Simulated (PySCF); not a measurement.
Species: K2.
Structure used (PBE0-D3(BJ)/def2-SVP), in Å, numbered top down from 1:
```
atom  x, y, z in Å
K1     2.038   -0.086    0.008
K2    -1.988   -0.001   -0.030
```

Level: PBE0/pcSseg-1 in PySCF, non-relativistic, on one gas-phase PBE0-D3(BJ)/def2-SVP geometry that isn't relaxed in the solvent. The solvent is an IEF-PCM continuum (Bondi radii, 1.10 Å for H, scaled by 1.2). Only the electrostatic response of the medium enters.

Gas phase at PBE0/pcSseg-1: HOMO -2.90 eV, LUMO -1.23 eV, dipole 0.00 D.

Question: What does the continuum do to the energy, the frontier levels and the dipole at PBE0/pcSseg-1 in benzene and dimethylsulfoxide?

Answer: 
| solvent | ε | E(solvent) − E(gas) (kcal/mol) | polarisation term (kcal/mol) | distortion of the solute (kcal/mol) | HOMO (eV) | LUMO (eV) | dipole (D) |
| --- | --- | --- | --- | --- | --- | --- | --- |
| benzene | 2.271 | -0.79 | -0.90 | 0.11 | -2.86 | -1.09 | 0.00 |
| dimethylsulfoxide | 46.83 | -2.14 | -2.86 | 0.72 | -2.89 | -0.96 | 0.00 |

The first energy column is the sum of the next two and covers electrostatics alone. From benzene to dimethylsulfoxide the lowering changes by a factor 2.70, Onsager's factor (ε − 1)/(2ε + 1) by 2.11 and ε itself by 20.6. Charge and dipole vanish, so a point-dipole model would give no lowering at all.
